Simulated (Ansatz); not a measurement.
Saddle point of Si2H8Cl2O2, closed shell (Si₂H₄Cl₂ ([SiH3][SiH]([Cl])[Cl]) + H₂O + H₂O → SiH₂Cl₂O ([OH][SiH]([Cl])[Cl]) + SiH₄ + H₂O; bonds formed: Si1–O7, Si2–H8, H6–O9; bonds broken: Si1–Si2, H6–O7, H8–O9), PBE0-D4/def2-TZVP structure:

```xyz
14
angstrom
Si -0.1180 1.1930 -0.0248
Si 0.0949 -0.8676 -1.4894
Cl -1.5214 1.6248 -1.6282
Cl -1.5153 1.4061 1.5419
H 0.6123 2.4580 -0.2648
H 0.4696 -0.8237 1.6205
O 1.1795 0.4920 0.9232
H -0.4135 -0.9246 0.3072
O -0.3204 -1.4219 1.4404
H -1.0844 -1.2764 -2.2807
H 0.9234 -2.0578 -1.1306
H 0.9922 0.0454 -2.2492
H 1.7547 1.1575 1.3113
H -1.0536 -1.0046 1.9231
```

Energies are electronic, without zero-point energy. Barriers and step energies count from the start structure reached by relaxing down the imaginary mode; all methods use the PBE0-D4 structures, on which another method's saddle can fall below an end. Program: Ansatz 0.2.0. Basis: def2-TZVPP, with def2-QZVPP for the basis limit. Cores are frozen in the correlated methods. B3LYP uses VWN-RPA correlation. Extrapolation: Hartree–Fock as exp(−7.88 √X), correlation as X^−2.97.

| method | barrier (kJ/mol) | step energy (kJ/mol) |
| --- | --- | --- |
| SPW92 | 99.0 | -76.8 |
| PBE-D4 | 152.0 | -79.7 |
| BLYP-D4 | 179.2 | -96.2 |
| r2SCAN-D4 | ? | -99.6 |
| B97M-V | 181.9 | -102.3 |
| PBE0-D4 | 174.9 | -86.9 |
| B3LYP-D4 | 195.9 | -101.2 |
| r2SCAN0-D4 | ? | -101.4 |
| BHLYP-D4 | ? | -108.9 |
| CAM-B3LYP-D4 | 200.5 | -108.3 |
| wB97X-V | 198.6 | -100.9 |
| wB97M-V | 189.5 | -103.5 |
| B2PLYP | 203.2 | -107.5 |
| PBE-QIDH | 189.7 | -98.5 |
| RPA on PBE | 200.8 | -106.6 |
| HF | 304.0 | -131.6 |
| MP2 | 190.4 | -108.4 |
| CCSD | 221.0 | -107.7 |
| CCSD(T) | 202.4 | -104.2 |

Problem. Fill in the withheld barriers. (Judge from chemistry; the value comes from the calculation.)

Solution. Computed: r2SCAN-D4 161.6; BHLYP-D4 224.1; r2SCAN0-D4 180.2 kJ/mol. Each is the energy of the saddle less that of the start structure, by the same method.

For comparison, the barrier by CCSD(T) at an estimated basis limit (MP2 extrapolated from triple and quadruple zeta, plus CCSD(T) − MP2 in triple zeta) is 198.8 kJ/mol.

No T1 diagnostic of these runs exceeds 0.012.

Labels in which every atom is bracketed show which atoms are joined, not bond orders.

For scale, one of the runs: CCSD(T)/def2-TZVPP, 342 basis functions, launched by `ansatz run in.yaml --threads 5 --pin off --events-out ev --progress --plain --max-ram 66560MiB --backend cuda --devices 0, --max-vram 37GiB`. Time: 20 s of wall clock on 5 CPU threads of an AMD EPYC 7R13 and a share of one NVIDIA H100; the host was shared. Peak host memory: 0.83 GiB.
